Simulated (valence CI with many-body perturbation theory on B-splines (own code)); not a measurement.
## P⁹⁺: calculated level list

Method: valence CI with perturbative core correlation (CI+MBPT): four valence electrons over a frozen Dirac-Fock core [He], a basis of 11 s, 11 p, 10 d, 8 f, 5 g, 2 h functions for each j, with the one-electron correlation potential Σ1 (screened to all orders), the two-electron term Σ2, the three-electron term Σ3, Breit, model QED; selected single and double excitations, second order for the rest, scaled by the run's own slope (own B-spline code, finite nucleus).

No measured levels were compared; by estimate levels of excited configurations hold to 0.05 to 0.15 % of their energy, terms of the ground configuration to about 0.5 %. Among the levels kept, up to 940 cm⁻¹ of a level comes from second order outside the variational space, and about a tenth of that is noise between levels of different J, which matters for small intervals.

Levels 91 to 135 of 176, with energies above the lowest level, 2s2 2p2 3P_0. "Leading %" is the weight of the configuration and term that name the level; weights of strongly mixed levels are sums over their largest components and can fall short. Lifetimes count E1, E2, E3, M1 and M2 decay at the calculated energies, and are blank where another channel may lead or the interval is too uncertain; long ones can be off by a factor of two.

```
No.  Configuration  Term  J  E (cm⁻¹)  Leading %    Second component      g  Lifetime
 91      2s 2p2 3d    3F  4   2364500         99                      1.250   1.68 ps
 92      2s 2p2 3s    3S  1   2366900         92                      1.977   4.07 ps
 93      2s 2p2 3p   3F°  2   2369600         60  36 % 2s 2p2 3p 1D°  0.797   5.19 ps
 94      2s 2p2 3p   3F°  3   2371400         98                      1.083    183 ps
 95      2s 2p2 3p   1D°  2   2372500         57  38 % 2s 2p2 3p 3F°  0.871   3.30 ps
 96      2s 2p2 3p   3F°  4   2372600         98                      1.250    386 ps
 97      2s 2p2 3p   1F°  3   2383000         94                      1.012   2.40 ps
 98      2s 2p2 3p   3D°  1   2385000         97                      0.510   18.3 ps
 99      2s 2p2 3p   3D°  2   2385400         98                      1.168   23.4 ps
100      2s 2p2 3s    3P  0   2385500         69   27 % 2s 2p2 3s 1S          5.82 ps
101      2s 2p2 3p   3D°  3   2386000         95                      1.322   18.6 ps
102      2s 2p2 3d    3D  1   2387500         98                      0.504   1.13 ps
103      2s 2p2 3d    3D  2   2388400         97                      1.167   1.12 ps
104      2s 2p2 3d    3D  3   2389700         98                      1.332   1.09 ps
105      2s 2p2 3p   1P°  1   2390000         94                      0.991   1.83 ps
106      2s 2p2 3s    3P  1   2391300         89                      1.503   5.18 ps
107      2s 2p2 3s    3P  2   2395300         95                      1.499   5.34 ps
108      2s 2p2 3s    1S  0   2397400         69   27 % 2s 2p2 3s 3P          6.34 ps
109      2s 2p2 3p   3P°  2   2400900         97                      1.498   39.5 ps
110      2s 2p2 3p   3P°  1   2401000         98                      1.497   49.2 ps
111      2s 2p2 3p   3P°  0   2401100         98                              57.4 ps
112      2s 2p2 3s    1P  1   2405600         91                      1.018   2.40 ps
113      2s 2p2 3p   1S°  0   2457500         55  41 % 2s 2p2 3p 3P°          16.1 ps
114      2s 2p2 3p   3P°  1   2463800         90   5 % 2s 2p2 3p 3D°  1.438   11.9 ps
115      2s 2p2 3d    3G  3   2464500         98                      0.752    130 ps
116      2s 2p2 3d    3G  4   2464700         98                      1.052   63.5 ps
117      2s 2p2 3d    3G  5   2464900         99                      1.200    751 ps
118      2s 2p2 3p   3P°  0   2465800         56  42 % 2s 2p2 3p 1S°          17.9 ps
119      2s 2p2 3p   3P°  2   2467200         87  10 % 2s 2p2 3p 3D°  1.462   20.1 ps
120      2s 2p2 3d    3F  2   2467700         98                      0.667    695 fs
121      2s 2p2 3d    3F  4   2467800         97                      1.247    689 fs
122      2s 2p2 3d    3F  3   2467900         97                      1.082    690 fs
123      2s 2p2 3p   1P°  1   2468900         63  23 % 2s 2p2 3p 3D°  0.919   3.20 ps
124      2s 2p2 3d    3D  1   2476400         98                      0.499    715 fs
125      2s 2p2 3d    3D  2   2476600         98                      1.166    717 fs
126      2s 2p2 3d    3D  3   2476900         94                      1.322    739 fs
127      2s 2p2 3p   3D°  1   2477800         63  28 % 2s 2p2 3p 1P°  0.669   4.71 ps
128      2s 2p2 3d    1F  3   2477900         94                      1.010   3.22 ps
129      2s 2p2 3p   3D°  2   2478000         79  14 % 2s 2p2 3p 3P°  1.216   8.81 ps
130      2s 2p2 3p   3D°  3   2481000         94      4 % 2p3 3s 3D°  1.333   8.66 ps
131      2s 2p2 3d    1G  4   2488100         99                      1.000   84.0 ps
132      2s 2p2 3p   3P°  0   2489300         94                              9.51 ps
133      2s 2p2 3p   3P°  1   2489300         91                      1.479   8.25 ps
134      2s 2p2 3p   3P°  2   2489300         89                      1.484   6.97 ps
135      2s 2p2 3d    3P  0   2492900         98                               916 fs
```

Names give the largest LS component (configuration and term), which can be under half, so a name can repeat, a term be missing and a line seem to break the LS rules; names also repeat where a configuration has a term twice.

Where two levels of one J and parity lie close, their mixing, g and order are uncertain.
